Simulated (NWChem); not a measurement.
# Basis-set dependence for H₄PSi

```
Si
H 1 1.4992
H 1 1.4992 2 108.32
P 1 2.2736 2 108.33 3 117.30
H 4 1.4287 1 96.20 2 73.67
H 4 1.4287 5 94.63 1 -96.77
```
Charge 0, spin multiplicity 2.

All runs are NWChem calculations. Structure: optimised with UB3LYP/def2-SVP, a minimum by its harmonic frequencies. It is one conformer; others weren't searched.

Hartree-Fock energies in Ha, correlation energies in mHa.

The correlated methods keep 10 core orbitals frozen. The Pople sets run with spherical d functions. The structure started from a generated list of species. The unpaired electrons of the parent sit in orbitals of symmetry a' (Cs labels of the run); other states weren't searched. No SCF solution was tested for a lower state. Open-shell Hartree-Fock references start from PBE0 orbitals. Coupled-cluster values serve here as a point of comparison, not as the truth.

```tsv
basis	functions	UHF	UMP2	SCS-UMP2	URI-MP2	CCSD on ROHF	CCSD[T] on ROHF	CCSD(T) on ROHF	CCSD on UHF	CCSD[T] on UHF	CCSD(T) on UHF
cc-pVDZ	56	-631.95800	-211.6	-220.2	-211.5	-257.3	-265.0	-264.8	-255.4	-262.9	-262.7
6-311G**	76	-631.96656	-210.4	-220.7	not run	-253.5	-261.5	-261.3	-251.8	-259.6	-259.3
cc-pVTZ	124	-631.98746	-266.2	-278.3	-266.1	not run	not run	not run	not run	not run	not run
```

From 6-311G** to cc-pVTZ the Hartree-Fock energy moves by -20.9 mHa and the UMP2 correlation energy by -55.7 mHa, which is 21 % of its value in the larger set.
